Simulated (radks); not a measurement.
Q: These are the eigenvalues of the occupied orbitals of an atom or ion with whole-number occupations (eV). Calculated with a radial shooting solver on a logarithmic mesh with Libxc functionals: scalar-relativistic Kohn-Sham, PBEsol, spin-unpolarised, spherical densities, point nucleus.

| orbital | eigenvalue |
|---|---|
| 1s | -6430.930 |
| 2s | -751.2181 |
| 2p | -637.8855 |
| 3s | -93.8745 |
| 3p | -62.7255 |
| 3d | -14.9345 |
| 4s | -11.8782 |

Which element is it, and in what charge state? The configuration may be excited.

A: Z = 25, manganese, charge +1: Mn+ in [Ar] 3d5 4s1. The list shows which subshells hold electrons but not how many an open one holds; the 1s level, -236.33 hartree, gives Z - s = 21.7 by -(Z - s)^2/2, which with screening and relativity narrows Z to a few neighbours, and the depths of the outer levels then fix element, charge and occupations together.
